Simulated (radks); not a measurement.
Results of a calculation; reference values are marked as such.
Ga3+, 28 electrons, occupied as [Ar] 3d10 (the NIST ground configuration).

Level of theory: Dirac Kohn-Sham, LDA (Slater exchange, Perdew-Wang correlation), spin-unpolarised, spherical densities, point nucleus (a radial shooting solver on a logarithmic mesh with Libxc functionals).

Energy parts (eV):
total: -52763.836
kinetic: 53792.084
electron-nucleus: -126453.921
Hartree: 21854.164
exchange-correlation: -1956.164

Orbitals (lengths in bohr, moments of r in powers of bohr; r(90%) holds 90 % of the orbital's charge):
[
 {"orbital": "1s1/2", "occ.": "2", "eigenvalue (eV)": "-10242.05", "<r>": "0.04867", "r(90%)": "0.0870", "<1/r>": "31.26"},
 {"orbital": "2s1/2", "occ.": "2", "eigenvalue (eV)": "-1293.112", "<r>": "0.2180", "r(90%)": "0.338", "<1/r>": "6.872"},
 {"orbital": "2p1/2", "occ.": "2", "eigenvalue (eV)": "-1149.925", "<r>": "0.1885", "r(90%)": "0.309", "<1/r>": "6.840"},
 {"orbital": "2p3/2", "occ.": "4", "eigenvalue (eV)": "-1122.321", "<r>": "0.1920", "r(90%)": "0.314", "<1/r>": "6.665"},
 {"orbital": "3s1/2", "occ.": "2", "eigenvalue (eV)": "-181.1562", "<r>": "0.6531", "r(90%)": "0.979", "<1/r>": "2.190"},
 {"orbital": "3p1/2", "occ.": "2", "eigenvalue (eV)": "-134.8381", "<r>": "0.6722", "r(90%)": "1.04", "<1/r>": "2.063"},
 {"orbital": "3p3/2", "occ.": "4", "eigenvalue (eV)": "-131.2012", "<r>": "0.6830", "r(90%)": "1.05", "<1/r>": "2.020"},
 {"orbital": "3d3/2", "occ.": "4", "eigenvalue (eV)": "-53.1282", "<r>": "0.7840", "r(90%)": "1.34", "<1/r>": "1.679"},
 {"orbital": "3d5/2", "occ.": "6", "eigenvalue (eV)": "-52.6552", "<r>": "0.7893", "r(90%)": "1.35", "<1/r>": "1.668"},
 {"orbital": "4s1/2", "occ.": "0", "eigenvalue (eV)": "-36.6994", "<r>": "1.938", "r(90%)": "2.83", "<1/r>": "0.6793"},
 {"orbital": "4p1/2", "occ.": "0", "eigenvalue (eV)": "-27.3906", "<r>": "2.236", "r(90%)": "3.30", "<1/r>": "0.5828"},
 {"orbital": "4p3/2", "occ.": "0", "eigenvalue (eV)": "-27.0588", "<r>": "2.261", "r(90%)": "3.34", "<1/r>": "0.5757"}
]

The highest occupied level is 3d5/2 at -52.655 eV. For comparison, the ionisation energy in NIST's Atomic Spectra Database is 63.24 eV (measured). In exact Kohn-Sham theory the highest level is minus the ionisation energy, but local and semilocal functionals leave it too shallow, through self-interaction and a potential that decays too fast; potentials with the right tail come closer. Summed over all electrons, <r^2> = 12.58 bohr^2, which gives a Langevin (diamagnetic) susceptibility term of -9.96 x 10^-6 cm^3/mol.
